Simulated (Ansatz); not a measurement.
Wavefunction ladder for CH₆AlNO (`C[NH][AlH][OH]`)

Cartesian coordinates in Å:
```
C 1.1026 0.4112 0.8019
N 0.4527 0.4737 -0.4881
Al -1.0461 -0.2859 -1.0384
O -1.9787 -1.2680 -0.0176
H 1.1984 1.3974 1.2722
H 0.5200 -0.2111 1.4862
H 2.1056 -0.0292 0.7467
H 0.9666 1.0468 -1.1411
H -1.5452 -0.0549 -2.5121
H -1.7758 -1.4800 0.8904
```

Charge 0, multiplicity 1. Geometry: relaxed with PBE0-D4/def2-TZVP. It is one conformer, not always the lowest. Frozen core, restricted reference, Ansatz. CBS rows extrapolate triple and quadruple zeta; past MP2 they add the triple-zeta difference.

```
     basis     HF (Eh)  MP2 corr.  CCSD corr.       (T)  CCSD(T) total
  def2-SVP           ?          ?    -0.60573  -0.01427              ?
def2-TZVPP  -412.75764   -0.71340    -0.74327  -0.02652     -413.52743
def2-QZVPP  -412.77384   -0.76589           –         –              –
 CBS(def2)  -412.77607          ?           ?     as TZ              ?
```

(1) Fill in the withheld values. (Best estimate.)

Answers

(1) Computed: def2-SVP HF (Eh): -412.46262; def2-SVP MP2 corr.: -0.56705; def2-SVP CCSD(T) total: -413.08262; CBS(def2) MP2 corr.: -0.80477; CBS(def2) CCSD corr.: -0.83464; CBS(def2) CCSD(T) total: -413.63723.
